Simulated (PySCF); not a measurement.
## Bonding in Si(NH2)2Me2

Species: Si(NH2)2Me2, C2H10N2Si.
Geometry (PBE0-D3(BJ)/def2-SVP, Å), atoms numbered from 1 in this order:
```
atom  x, y, z in Å
Si1    0.1402   -0.0466    0.1269
N2     0.0709   -0.0529    1.8580
H3     0.6813   -0.6533    2.3991
H4    -0.1638    0.7912    2.3645
N5     1.7972   -0.1860   -0.3876
H6     2.0045   -0.5336   -1.3173
H7     2.4679    0.5253   -0.1179
C8    -0.7422    1.5314   -0.3978
H9    -0.7564    1.6266   -1.4950
H10   -0.2447    2.4288    0.0051
H11   -1.7869    1.5378   -0.0470
C12   -0.7337   -1.5272   -0.6223
H13   -1.7956   -1.5271   -0.3313
H14   -0.2869   -2.4701   -0.2700
H15   -0.6846   -1.5204   -1.7234
```

Bond orders from the PBE0/pcSseg-1 density (PySCF). Geometry: PBE0-D3(BJ)/def2-SVP, one conformer, isolated molecule.

Task: Give the Mayer order of every bond between heavy atoms, beside its length.

Result: 
```json
{"bond": "Si1–N2", "length (Å)": "1.732", "Mayer order": "1.060"}
{"bond": "Si1–N5", "length (Å)": "1.741", "Mayer order": "1.045"}
{"bond": "Si1–C8", "length (Å)": "1.883", "Mayer order": "0.913"}
{"bond": "Si1–C12", "length (Å)": "1.876", "Mayer order": "0.930"}
```

Task: And the bonds to hydrogen?

Result: H–N: 0.95 (4 bonds); C–H: 0.95 to 0.96 (6 bonds).

Task: Sum the orders of all bonds at each heavy atom with more than one neighbour.

Result: Si1 3.948, N2 2.957, N5 2.940, C8 3.784, C12 3.801. Orders between atoms that aren't bonded are not in these sums.

For a closed shell the Mayer order of atoms A and B is Σ (PS)μν (PS)νμ over the basis functions μ on A and ν on B, with P the density and S the overlap matrix.

The run behind these numbers computed NMR shieldings as well. Time: 9.3 s (with the writing of density and orbital grids); peak memory 0.71 GiB. Hardware: an AMD EPYC 9R45 with one thread, shared host.
